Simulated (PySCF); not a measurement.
# Spin states of OsH

Unrestricted PBE0; basis H def2-TZVPP, Os def2-TZVPP with ECP60; scalar-relativistic core potentials; PySCF 2.14. Outer shells of the fragments: H 1s1; Os 5d6 6s2.

Followed along the bond (rough minima from three points):

```tsv
2Ms+1	unpaired	⟨S²⟩ at the start	R at minimum (Å)	Te (eV)
4	π ↑, δ ↑↑	3.76	1.59	0.00
4	σ ↑, δ ↑↑	3.76	1.58	0.06
4	π ↑↑, δ ↑	3.77	1.61	0.21
4	σ ↑, π ↑, δ ↑	3.76	1.60	0.40
4	σ ↑, π ↑, δ ↑	3.77	1.59	0.51
2	π ↓, δ ↑↑	1.76	1.58	0.70
```

Solutions found at the starting distance of 1.545 Å, counted from the lowest of them; the search is not exhaustive and high or unbound solutions are not listed, so other states can lie among these:

| 2Ms+1 | unpaired | term | E (eV) | ⟨S²⟩ | ⟨Lz²⟩ | μ (D) |
| --- | --- | --- | --- | --- | --- | --- |
| 4 | π ↑, δ ↑↑ | mixed | 0.00 | 3.76 | 1.87 | 1.42 |
| 4 | σ ↑, δ ↑↑ | ⁴Σ⁻ | 0.06 | 3.76 | 0.00 | 1.62 |
| 4 | π ↑↑, δ ↑ | ⁴Δ | 0.23 | 3.77 | 4.01 | 1.46 |
| 4 | σ ↑, π ↑, δ ↑ | mixed | 0.41 | 3.76 | 5.01 | 1.56 |
| 4 | σ ↑, π ↑, δ ↑ | mixed | 0.52 | 3.77 | 4.27 | 1.39 |
| 2 | π ↓, δ ↑↑ | mixed | 0.70 | 1.76 | 2.69 | 1.42 |
| 2 | σ ↑, π ↓, δ ↑ | mixed | 1.08 | 1.75 | 5.02 | 1.59 |
| 2 | π ↑↓, δ ↑ | mixed | 1.11 | 1.76 | 5.92 | 1.41 |
| 2 | π ↑↓, δ ↑ | mixed | 1.14 | 1.78 | 6.01 | 1.46 |
| 2 | σ ↓, π ↑, δ ↑ | mixed | 1.30 | 1.73 | 4.81 | 1.54 |
| 2 | σ ↓, δ ↑↑ | mixed | 1.50 | 1.75 | 0.00 | 1.37 |
| 2 | σ ↓, π ↑, δ ↑ | mixed | 1.52 | 1.77 | 5.83 | 1.32 |
| 6 | σ ↑↑, π ↑↑, δ ↑ | ⁶Δ | 1.57 | 8.75 | 4.01 | -0.32 |
| 6 | σ ↑↑, π ↑, δ ↑↑ | ⁶Π | 1.67 | 8.75 | 1.01 | -0.30 |

A term symbol is given only where ⟨S²⟩ and ⟨Lz²⟩ are close to those of a pure state; real π, δ and φ orbitals otherwise mix terms. A positive dipole means H(−)Os(+).

Spin–orbit coupling is left out. The state is the lowest single determinant that the PBE0 search found; with open d or f shells the true ground state can be another one.
